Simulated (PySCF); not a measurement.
SMILES [CH3][AlH][N](C)C at its GFN2-xTB optimised geometry (Å):

```
15

Al     0.5714    -0.4472     0.0000
H      2.1126    -0.4472     0.0000
C     -0.5007    -2.1210     0.0027
H      0.1417    -3.0057     0.0696
H     -1.1051    -2.2376    -0.9038
H     -1.2000    -2.1720     0.8452
N     -0.1106     1.2204     0.0000
C     -1.5152     1.5766    -0.0018
C      0.7582     2.3826     0.0016
H     -1.7795     2.1635     0.8871
H     -1.7753     2.1704    -0.8872
H     -2.1126     0.6639    -0.0069
H      0.5957     3.0055    -0.8867
H      0.5916     3.0057     0.8890
H      1.7955     2.0375     0.0040
```

Calculation: PBE0/def2-TZVP (PySCF).

Map of the log10 of the electron density (e/bohr³), floored at −4 on the plane z = 1.2 Å:

```
|00000000000000000000000000000|
|00000000000000000000000000000|
|00000000000000011000000000000|
|00000000000002333310000000000|
|00000000011123555532000000000|
|00000001233335688753100000000|
|00000013455546899864210000000|
|00000024677656899865320000000|
|00000135799866788765420000000|
|00000136899866777665420000000|
|00000135788877776554320000000|
|00000135677777876543320000000|
|00000124566667776544321000000|
|00000023455566776555432100000|
|00000012343456666666543100000|
|00000001223455666666543100000|
|00000000124456666666543100000|
|00000000245667666555432100000|
|00000001357887765544321000000|
|00000002468998765432210000000|
|00000002468998764321000000000|
|00000001357887654310000000000|
|00000000245666654210000000000|
|00000000123444443200000000000|
|00000000001223332000000000000|
|00000000000011110000000000000|
|00000000000000000000000000000|
|00000000000000000000000000000|
|00000000000000000000000000000|
```
Scale: ten equal steps from -4.00 (start of '0') to -1.07 (end of '9'), in the order '0123456789'; x runs from -5.50 to 5.50, y from -5.50 (bottom) to 5.50 (top).
